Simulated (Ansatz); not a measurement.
CH$_{8}$O$_{2}$Si$_{2}$, SMILES `CO[SiH2][SiH2]O`, one more setting.

```yaml
crystal:
  periodic: [false, false, false]
  atoms:
    - {symbol: C, position_ang: [-0.976935, 1.535653, -1.341839]}
    - {symbol: O, position_ang: [-0.144993, 0.679266, -0.589613]}
    - {symbol: Si, position_ang: [-0.743945, -0.479697, 0.437571]}
    - {symbol: Si, position_ang: [1.289140, -1.377719, 1.211542]}
    - {symbol: O, position_ang: [2.441756, -0.545094, 0.370275]}
    - {symbol: H, position_ang: [-0.344565, 2.201509, -1.931180]}
    - {symbol: H, position_ang: [-1.612865, 2.144197, -0.689209]}
    - {symbol: H, position_ang: [-1.617583, 0.966407, -2.024650]}
    - {symbol: H, position_ang: [-1.616768, -1.428334, -0.316366]}
    - {symbol: H, position_ang: [-1.603858, 0.154988, 1.480456]}
    - {symbol: H, position_ang: [1.467913, -1.182173, 2.676288]}
    - {symbol: H, position_ang: [1.407552, -2.835660, 0.939075]}
    - {symbol: H, position_ang: [2.075652, 0.131859, -0.207549]}
basis:
  gaussian: {orbitals: cc-pVTZ}
hamiltonian: {xc: {name: PBEsol}}
output: {forces: true}
```

```sh
$ ansatz run in.yaml --threads 4 --pin off --events-out ev --progress --plain --max-ram 10444MiB
```

It prints (some lines left out):

```
Functional definition: PBEsol
1528 factors; their error is unknown
mean field evaluation 1: about -20947.0815 eV, gradient 8.0e1 eV
mean field evaluation 2: about -20886.5880 eV, gradient 1.9e2 eV
mean field evaluation 4: about -20958.3138 eV, gradient 1.4e1 eV
mean field evaluation 8: about -20958.7080 eV, gradient 1.5e-1 eV
mean field evaluation 16: about -20958.6385 eV, gradient 4.2e-3 eV
mean field -20958.63850598 eV, -770.2157588193 hartree, gradient 4.3e-5 eV, S^2 0.000000; 0 other end points of the search recorded, 0 dependent functions left out
reference -20958.63855310 eV, -770.2157605510 hartree; 29, 29 occupied and 241, 241 virtual orbitals, 1528 factors
Total energy: -20958.63855310 eV, -770.2157605510 hartree
Atom 0 at    -0.976935     1.535653    -1.341839 Å, force     0.057891    -0.099904     0.087027 eV/Å
Atom 1 at    -0.144993     0.679266    -0.589613 Å, force     0.455344     0.195126    -0.174420 eV/Å
Atom 2 at    -0.743945    -0.479697     0.437571 Å, force     0.037823    -0.294401     0.258703 eV/Å
Atom 3 at     1.289140    -1.377719     1.211542 Å, force    -0.363060    -0.041272     0.060249 eV/Å
Atom 4 at     2.441756    -0.545094     0.370275 Å, force     0.629663    -0.144246     0.075934 eV/Å
Atom 5 at    -0.344565     2.201509    -1.931180 Å, force     0.184350     0.212721    -0.188370 eV/Å
Atom 6 at    -1.612865     2.144197    -0.689209 Å, force    -0.209861     0.196570     0.186059 eV/Å
Atom 7 at    -1.617583     0.966407    -2.024650 Å, force    -0.211851    -0.159277    -0.217351 eV/Å
Atom 8 at    -1.616768    -1.428334    -0.316366 Å, force    -0.166096    -0.170731    -0.136429 eV/Å
Atom 9 at    -1.603858     0.154988     1.480456 Å, force    -0.163712     0.114759     0.187782 eV/Å
Atom 10 at     1.467913    -1.182173     2.676288 Å, force     0.024192     0.033927     0.265000 eV/Å
Atom 11 at     1.407552    -2.835660     0.939075 Å, force     0.014428    -0.262062    -0.049333 eV/Å
Atom 12 at     2.075652     0.131859    -0.207549 Å, force    -0.289110     0.418791    -0.354850 eV/Å
Dipole moment:    -0.365015     0.241753    -0.200325 e Å
```

It took 2 s on 4 threads of an Intel Xeon Platinum 8488C on a shared host, with 0.51 GiB of host memory at the peak.
